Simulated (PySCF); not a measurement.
C2H5InO2, SMILES CC(=O)[O][InH2].

The structure is a stationary point at B3LYP-D3(BJ)/def2-SVP. The def2 effective core potentials stand for the cores of In; spin–orbit coupling is left out.

The numbers are results of TDDFT-PBE0/def2-SVPD run with PySCF, not measurements.

Vertical excitations. 

Question: Give excitation energies, oscillator strengths and character. (Estimate from the structure and the level; the computed values follow.)

Answer: 
```tsv
state	energy (eV)	λ (nm)	f	main pairs
S1	6.29	197	0.000	HOMO−1→LUMO 96 %
S2	6.36	195	0.000	HOMO→LUMO+2 90 %
S3	6.37	195	0.038	HOMO→LUMO 99 %
S4	6.60	188	0.002	HOMO−2→LUMO 98 %
S5	6.65	186	0.021	HOMO−3→LUMO 90 %
S6	7.08	175	0.002	HOMO−3→LUMO+2 91 %
S7	7.13	174	0.005	HOMO→LUMO+1 58 %, HOMO→LUMO+3 16 %, HOMO−2→LUMO+2 13 %
S8	7.43	167	0.000	HOMO−2→LUMO+1 75 %, HOMO−2→LUMO+3 19 %
S9	7.51	165	0.001	HOMO→LUMO+3 64 %, HOMO→LUMO+1 29 %
S10	7.63	162	0.006	HOMO−1→LUMO+3 70 %, HOMO−1→LUMO+1 12 %, HOMO−1→LUMO+2 12 %
T1	5.82	213	0	HOMO−1→LUMO 98 %
T2	5.88	211	0	HOMO−2→LUMO+2 89 %
T3	5.98	207	0	HOMO→LUMO+2 91 %
T4	6.04	205	0	HOMO−1→LUMO+1 90 %
```
Triplets are in the Tamm–Dancoff approximation, which puts them higher than full response would, so one can lie above its singlet here.
